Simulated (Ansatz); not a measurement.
Relaxation of a periodic cell of 40 atoms, H2CO2 (contents 8 HCOOH, density as packed 1.10 g/cm³ with natural masses), to a largest force component of 0.3 eV/Å in at most 15 steps.

These are results of DFT PBE-D3(BJ), scalar-relativistic, plane waves, PAW (Ansatz), not measurements. Settings: cutoff 420 eV, k mesh 1x1x1, fermi-dirac smearing 0.02 eV, no spin polarisation.

```xyz
40
Lattice="8.2150 0.0000 0.0000 0.0000 8.2150 0.0000 0.0000 0.0000 8.2150" Properties=species:S:1:pos:R:3
O 7.582 6.234 3.755
C 8.047 6.796 4.891
O 9.043 6.443 5.487
H 8.206 5.511 3.535
H 7.386 7.617 5.189
O 6.676 1.496 2.064
C 5.919 1.019 3.076
O 4.710 1.089 3.135
H 6.050 1.892 1.421
H 6.568 0.561 3.831
O 0.275 3.587 6.976
C 1.203 3.580 7.958
O 2.001 2.689 8.156
H 0.393 2.746 6.486
H 1.119 4.502 8.544
O 4.661 4.607 6.898
C 5.523 3.618 6.576
O 5.258 2.660 5.882
H 3.814 4.380 6.460
H 6.496 3.818 7.041
O 0.296 7.485 1.342
C 1.482 7.678 0.726
O 2.420 6.911 0.763
H 0.367 6.623 1.802
H 1.463 8.635 0.190
O 3.097 7.674 3.924
C 3.732 6.519 4.214
O 3.216 5.422 4.224
H 2.166 7.431 3.733
H 4.785 6.728 4.437
O 4.678 4.317 1.222
C 5.414 5.448 1.181
O 6.606 5.498 0.963
H 5.302 3.582 1.042
H 4.767 6.311 1.377
O 0.224 3.083 2.663
C 1.491 3.530 2.798
O 2.486 2.841 2.717
H 0.293 2.121 2.493
H 1.479 4.609 2.992
```

Where does it end, and by what steps?

It did not converge within its limit. Limits of this set-up: coarse k mesh. After 14 steps the energy has fallen by 3.320 eV; H10 moved furthest, 1.77 Å.

| step | energy less start (eV) | largest force component (eV/Å) | accepted |
| --- | --- | --- | --- |
| 0 | 0.0000 | 1.557 | yes |
| 1 | -0.7165 | 0.509 | yes |
| 2 | -1.0095 | 1.234 | yes |
| 3 | -1.3861 | 1.404 | yes |
| 4 | -1.7431 | 1.173 | yes |
| 5 | -2.0372 | 1.938 | yes |
| 6 | -2.2518 | 1.848 | yes |
| 7 | -2.4914 | 1.545 | yes |
| 8 | -2.7348 | 1.163 | yes |
| 9 | -2.8792 | 0.789 | yes |
| 10 | -3.0163 | 0.779 | yes |
| 11 | -3.0308 | 1.620 | yes |
| 12 | -3.1454 | 1.125 | yes |
| 13 | -3.2226 | 1.317 | yes |
| 14 | -3.3198 | 0.458 | yes |

```xyz
40
Lattice="8.2150 0.0000 0.0000 0.0000 8.2150 0.0000 0.0000 0.0000 8.2150" Properties=species:S:1:pos:R:3
O 6.853 5.822 4.235
C 7.329 6.634 5.167
O 8.502 6.752 5.489
H 7.575 5.262 3.834
H 6.519 7.208 5.650
O 6.716 1.945 1.901
C 5.827 1.324 2.738
O 5.465 0.180 2.561
H 7.068 1.247 1.280
H 5.549 1.989 3.579
O 1.107 3.116 6.683
C 2.171 3.263 7.513
O 3.043 2.434 7.649
H 1.211 2.246 6.240
H 2.118 4.242 8.026
O 5.253 4.625 6.559
C 5.966 3.514 6.430
O 5.923 2.729 5.499
H 4.638 4.784 5.775
H 6.647 3.394 7.294
O -0.170 7.795 0.825
C 1.161 7.584 0.883
O 1.690 6.498 0.993
H -0.676 6.919 0.900
H 1.704 8.546 0.828
O 2.529 7.494 4.323
C 3.523 6.635 4.420
O 3.423 5.507 4.904
H 1.708 7.096 4.743
H 4.453 7.046 4.001
O 4.543 4.561 1.463
C 5.322 5.618 1.236
O 6.532 5.561 1.062
H 5.085 3.745 1.390
H 4.730 6.545 1.243
O 0.253 3.917 3.045
C 1.554 3.517 3.076
O 1.960 2.513 2.536
H -0.274 3.256 2.525
H 2.160 4.227 3.663
```

The run took 73 s on 1 thread of Arm Neoverse V1 (shared host), peak memory 0.52 GiB.
